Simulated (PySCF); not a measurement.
NMR data simulated for an unnamed compound:

¹H NMR (400 MHz, computed): δ 6.42 (m, 1H), 4.07 (d, 3H), 1.31 (m, 1H), 1.13 (s, 9H).

¹³C{¹H} NMR (computed): δ 160.9 (C), 142.5 (CH), 39.0 (CH), 33.8 (C), 32.1 (CH3).

Isolated molecule, one computed conformer, no relativistic terms, averaged over atoms made equivalent by symmetry, fast rotation or ring inversion. σ from GIAO-PBE0/pcSseg-1; GFN2-xTB structure; PySCF 2.14.0 with density-fitted response routines.

References, each an isolated molecule treated in the same way: ¹H (σ = 31.72 ppm) and ¹³C (σ = 186.93 ppm) against TMS.

**Question.** Which of these does the molecule contain: a ketone, a vinyl group CH=CH2, a Si–H bond, a tert-butyl group, a non-aromatic C=C double bond, a (CH3)2CH unit?

**Answer.** 
- A ketone: no.
- A vinyl group CH=CH2: no.
- A Si–H bond: yes (δH 4.07 (d)).
- A tert-butyl group: yes (δC 32.1, 33.8; δH 1.13 (s)).
- A non-aromatic C=C double bond: yes.
- A (CH3)2CH unit: no.

The data belong to SMILES CC(C)(C)[C@H]([SiH3])/C(F)=C/F, C7H14F2Si; they needn't prove each group on their own.

Carbon signals by region: 1 in the far downfield region (above 160 ppm), 1 in the sp2 and nitrile region (100–160 ppm), 3 below 50 ppm. Above 160 ppm: 160.9, fully substituted alkene carbon.

Splittings by ¹⁹F in the carbon and heteronuclear signals aren't shown, as no couplings were computed. Shifts are as computed. Against solution values, carbons near 30 ppm lie about +3 ppm off and those near 130 ppm about +5 ppm. Of 1211 compounds with measured shifts, 218 miss one by over three times the rms of a fit or turn the order of signals round; such compounds aren't used in these exercises. No couplings were computed; multiplicities are counted from neighbouring protons, with m where these are inequivalent, close in shift, in a saturated or five-membered ring or joined by F or P, and br s for small geminal =CH2 splittings.
